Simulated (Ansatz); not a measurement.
Input file for Ansatz (a quantum-chemistry and plane-wave program): U-CCSD(T)/def2-TZVPP on IrO2 (SMILES [O]=[Ir]=[O]), 2S+1 = 6, a spin state set in the input, which need not be the lowest. Elements past Kr take the def2 small-core potentials; no spin–orbit coupling.

Ansatz 0.2 input:
```yaml
crystal:
  periodic: [false, false, false]
  atoms:
    - {symbol: Ir, position_ang: [0.27110716, -0.22638502, 0.26902243]}
    - {symbol: O, position_ang: [1.13605847, 0.33835791, -1.24538724]}
    - {symbol: O, position_ang: [-1.44023435, -0.06460129, 0.90594518]}
basis:
  gaussian:
    orbitals: def2-TZVPP
magnetization: {spin_polarized: true, initial_magnetization: 5}
correlation: {method: ccsd_t, electrons: valence}
```

The log:

```
WARN ansatz: RAYON_NUM_THREADS=1 ignored (pool sized by the plan → 1); use --threads N
Functional definition: HF
integrals: 0.28 GiB planned
791 factors; integrals over basis functions are off by at most 7.6e-4 eV
mean field: 0.32 GiB planned
mean field evaluation 1: about -6879.5809 eV, gradient 4.3e1 eV
mean field evaluation 2: about -6879.5977 eV, gradient 4.3e1 eV
mean field evaluation 4: about -6886.7334 eV, gradient 4.9e0 eV
mean field evaluation 8: about -6887.6307 eV, gradient 2.8e0 eV
mean field evaluation 16: about -6888.8031 eV, gradient 1.2e-2 eV
mean field evaluation 32: about -6887.2605 eV, gradient 2.8e0 eV
mean field evaluation 64: about -6887.2417 eV, gradient 1.3e-4 eV
mean field evaluation 96: about -6887.4674 eV, gradient 3.3e0 eV
mean field evaluation 128: about -6888.4123 eV, gradient 8.9e-1 eV
mean field evaluation 160: about -6887.5922 eV, gradient 3.0e0 eV
mean field evaluation 192: about -6888.6757 eV, gradient 7.6e-1 eV
mean field evaluation 224: about -6888.3679 eV, gradient 4.4e-4 eV
mean field evaluation 256: about -6884.8945 eV, gradient 2.2e0 eV
mean field evaluation 288: about -6888.3679 eV, gradient 7.8e-5 eV
mean field evaluation 320: about -6888.7996 eV, gradient 8.9e-2 eV
mean field evaluation 352: about -6887.2761 eV, gradient 2.6e-1 eV
mean field evaluation 384: about -6887.3119 eV, gradient 5.0e-1 eV
mean field evaluation 416: about -6887.1335 eV, gradient 8.5e-1 eV
mean field evaluation 448: about -6885.6072 eV, gradient 1.0e0 eV
mean field evaluation 480: about -6885.3119 eV, gradient 2.7e0 eV
mean field evaluation 512: about -6885.6739 eV, gradient 2.9e-1 eV
mean field evaluation 544: about -6884.0647 eV, gradient 1.6e1 eV
mean field evaluation 576: about -6883.8099 eV, gradient 1.4e1 eV
mean field evaluation 608: about -6887.9091 eV, gradient 7.7e-1 eV
mean field evaluation 640: about -6885.0828 eV, gradient 7.6e-3 eV
mean field evaluation 672: about -6887.9406 eV, gradient 1.8e-1 eV
mean field evaluation 704: about -6888.1526 eV, gradient 5.9e-3 eV
mean field evaluation 736: about -6887.3659 eV, gradient 3.8e-1 eV
mean field evaluation 768: about -6886.0579 eV, gradient 2.3e-1 eV
mean field evaluation 800: about -6887.3810 eV, gradient 8.4e-4 eV
mean field evaluation 832: about -6884.8819 eV, gradient 1.6e0 eV
mean field evaluation 864: about -6886.6886 eV, gradient 5.9e-1 eV
mean field evaluation 896: about -6887.0340 eV, gradient 5.0e0 eV
mean field evaluation 928: about -6888.8031 eV, gradient 2.0e-3 eV
mean field evaluation 960: about -6885.1178 eV, gradient 2.1e0 eV
mean field evaluation 992: about -6883.5793 eV, gradient 1.6e1 eV
mean field evaluation 1024: about -6883.0333 eV, gradient 1.8e1 eV
mean field evaluation 1056: about -6886.4998 eV, gradient 6.5e0 eV
mean field evaluation 1088: about -6887.9437 eV, gradient 1.2e-1 eV
mean field evaluation 1120: about -6886.5067 eV, gradient 3.1e0 eV
mean field evaluation 1152: about -6888.1507 eV, gradient 1.4e-1 eV
mean field evaluation 1184: about -6885.5043 eV, gradient 4.5e0 eV
mean field evaluation 1216: about -6882.2319 eV, gradient 2.1e1 eV
mean field evaluation 1248: about -6886.8647 eV, gradient 1.1e-1 eV
mean field evaluation 1280: about -6887.3788 eV, gradient 2.2e-4 eV
mean field evaluation 1312: about -6884.0207 eV, gradient 1.7e1 eV
mean field evaluation 1344: about -6888.8030 eV, gradient 4.1e-2 eV
mean field evaluation 1376: about -6886.8607 eV, gradient 4.4e0 eV
mean field evaluation 1408: about -6885.5225 eV, gradient 3.2e0 eV
mean field evaluation 1440: about -6884.7656 eV, gradient 4.5e-1 eV
mean field evaluation 1472: about -6888.3379 eV, gradient 4.5e-1 eV
mean field evaluation 1504: about -6888.7978 eV, gradient 4.5e-1 eV
mean field evaluation 1536: about -6885.5510 eV, gradient 2.3e0 eV
mean field evaluation 1568: about -6886.5831 eV, gradient 8.8e-3 eV
mean field evaluation 1600: about -6887.9367 eV, gradient 2.7e-1 eV
mean field evaluation 1632: about -6888.3670 eV, gradient 7.3e-2 eV
mean field evaluation 1664: about -6883.2503 eV, gradient 1.9e1 eV
mean field evaluation 1696: about -6881.7904 eV, gradient 2.0e1 eV
mean field evaluation 1728: about -6886.8641 eV, gradient 2.5e0 eV
mean field evaluation 1760: about -6884.7850 eV, gradient 9.5e-2 eV
mean field evaluation 1792: about -6883.9632 eV, gradient 2.2e1 eV
mean field evaluation 1824: about -6886.7446 eV, gradient 7.9e-2 eV
mean field evaluation 1856: about -6887.3810 eV, gradient 6.9e-4 eV
mean field evaluation 1888: about -6887.8512 eV, gradient 3.9e-1 eV
mean field evaluation 1920: about -6883.6070 eV, gradient 1.6e1 eV
mean field evaluation 1952: about -6884.8807 eV, gradient 2.6e0 eV
mean field evaluation 1984: about -6885.4127 eV, gradient 8.5e-1 eV
mean field evaluation 2016: about -6885.7036 eV, gradient 1.5e0 eV
mean field evaluation 2048: about -6887.2763 eV, gradient 2.4e-4 eV
mean field -6888.80307455 eV, -253.1588435913 hartree, gradient 2.7e-6 eV, S^2 8.798748; 32 other end points of the search recorded, 0 dependent functions left out
determinant -6888.80307455 eV, -253.1588435913 hartree, with singles and doubles -6913.81577015 eV, -254.0780432004 hartree
determinant -6888.36794114 eV, -253.1428527333 hartree, with singles and doubles -6913.02549638 eV, -254.0490011749 hartree
determinant -6888.15260653 eV, -253.1349393325 hartree, with singles and doubles -6913.10297681 eV, -254.0518485283 hartree
determinant -6887.94502892 eV, -253.1273109958 hartree, with singles and doubles -6912.81841101 eV, -254.0413909280 hartree
determinant -6887.87718012 eV, -253.1248175987 hartree, with singles and doubles -6913.26171103 eV, -254.0576819031 hartree
determinant -6887.38101636 eV, -253.1065839165 hartree, with singles and doubles -6912.26526788 eV, -254.0210632928 hartree
determinant -6887.37880912 eV, -253.1065028022 hartree, with singles and doubles -6911.60995578 eV, -253.9969810175 hartree
determinant -6887.27625198 eV, -253.1027338967 hartree, with singles and doubles -6912.06624586 eV, -254.0137493684 hartree
determinant -6887.24168933 eV, -253.1014637429 hartree, with singles and doubles -6913.76923940 eV, -254.0763332268 hartree
determinant -6886.86583787 eV, -253.0876514565 hartree, with singles and doubles -6911.11434559 eV, -253.9787676790 hartree
determinant -6886.74489934 eV, -253.0832070475 hartree, with singles and doubles -6912.35114357 eV, -254.0242191663 hartree
determinant -6886.68322186 eV, -253.0809404417 hartree, with singles and doubles -6910.47206073 eV, -253.9551641456 hartree
determinant -6886.58306714 eV, -253.0772598237 hartree, with singles and doubles -6910.72711683 eV, -253.9645372844 hartree
determinant -6886.06105662 eV, -253.0580762911 hartree, with singles and doubles -6909.77354922 eV, -253.9294943211 hartree
determinant -6885.75047698 eV, -253.0466626996 hartree, with singles and doubles -6910.13928070 eV, -253.9429347053 hartree
determinant -6885.67546612 eV, -253.0439061016 hartree, with singles and doubles -6909.86548425 eV, -253.9328728713 hartree
determinant -6885.59170557 eV, -253.0408279579 hartree, with singles and doubles -6911.68489595 eV, -253.9997350180 hartree
determinant -6888.80307455 eV, -253.1588435913 hartree, with singles and doubles -6913.96083054 eV, -254.0833740714 hartree
determinant -6887.24168933 eV, -253.1014637429 hartree, with singles and doubles -6913.85291951 eV, -254.0794084140 hartree
2 core orbitals not correlated
reference -6888.80307455 eV, -253.1588435913 hartree; 17, 12 occupied and 99, 104 virtual orbitals, 791 factors
second order -24.64500895 eV of doubles, -0.00000000 eV of singles
coupled cluster: 0.97 GiB planned
cycle   1  -25.15775562 eV  change    3.7e-7 eV  update   5.5e-6
perturbative correction -1.29197250 eV, -0.0474791135 hartree
Total energy: -6915.25280267 eV, -254.1308531713 hartree
```

The run converged.

Cost: about 4 core-minutes (a rough figure).
